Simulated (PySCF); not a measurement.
# B3PH7N3

B3PH7N3 is a molecule, neutral, singlet. The structure, one conformer, was relaxed in the gas phase by PBE0-D3(BJ)/def2-SVP. No frequency run checks that it is a minimum.

SMILES: PB1NBNBN1

```tsv
atom	x (Å)	y (Å)	z (Å)
N1	-1.165	0.383	0.107
B2	-0.875	0.418	1.504
N3	0.465	0.141	1.907
B4	1.496	-0.163	0.971
N5	1.147	-0.183	-0.413
B6	-0.178	0.082	-0.882
P7	-0.582	0.178	-2.779
H8	-2.114	0.577	-0.186
H9	-1.736	0.672	2.314
H10	0.691	0.160	2.892
H11	2.626	-0.398	1.331
H12	1.874	-0.399	-1.083
H13	0.143	-0.988	-3.167
H14	-1.842	-0.487	-2.718
```

Shieldings: GIAO PBE0/pcSseg-1. Shifts are against computed references at the same level: H TMS (σ 31.27 ppm). Core levels by delta-SCF with SCAN, pcX-2 on the ionised atom and pcseg-1 elsewhere, spin-free X2C (2p3/2 is the spin-free 2p value less a third of a first-order spin-orbit splitting); from the vacuum level, for chosen atoms.

Question: Give the shieldings and core levels atom by atom.

Answer: 
```json
{"atoms": "N1 N5", "bonded to": "2 B + 1 H", "σ (ppm)": "116.3", "δ (ppm)": "-", "core level (eV)": "1s 404.67"}
{"atoms": "B2 B4", "bonded to": "2 N + 1 H", "σ (ppm)": "73.7", "δ (ppm)": "-", "core level (eV)": "1s 195.81"}
{"atoms": "N3", "bonded to": "2 B + 1 H", "σ (ppm)": "121.4", "δ (ppm)": "-", "core level (eV)": "1s 404.67"}
{"atoms": "B6", "bonded to": "2 N + 1 P", "σ (ppm)": "65.4", "δ (ppm)": "-", "core level (eV)": "1s 195.86"}
{"atoms": "P7", "bonded to": "1 B + 2 H", "σ (ppm)": "560.0", "δ (ppm)": "-", "core level (eV)": "2p3/2 136.01"}
{"atoms": "H8 H12", "bonded to": "1 N", "σ (ppm)": "25.79", "δ (ppm)": "5.47", "core level (eV)": "-"}
{"atoms": "H9 H11", "bonded to": "1 B", "σ (ppm)": "26.59", "δ (ppm)": "4.67", "core level (eV)": "-"}
{"atoms": "H10", "bonded to": "1 N", "σ (ppm)": "25.68", "δ (ppm)": "5.59", "core level (eV)": "-"}
{"atoms": "H13 H14", "bonded to": "1 P", "σ (ppm)": "29.34", "δ (ppm)": "1.93", "core level (eV)": "-"}
```

Values are those of this one static structure; atoms that internal rotation interchanges would show their mean in an NMR spectrum.

The core-hole states of B2, B6 are spin-contaminated (⟨S²⟩ 0.81, 0.80 against 0.75 for a pure doublet), so those values and differences from them are less sure.

Question: By CAM-B3LYP/def2-SVPD (TDDFT singlets, Tamm-Dancoff triplets, ionisation by delta-SCF), where does absorption start, and what does vertical ionisation take?

Answer: The lowest singlet lies at 6.15 eV (f 0.054), the strongest of the first 6 at 6.68 eV (f 0.202), the lowest triplet at 5.35 eV; vertical ionisation takes 9.28 eV.
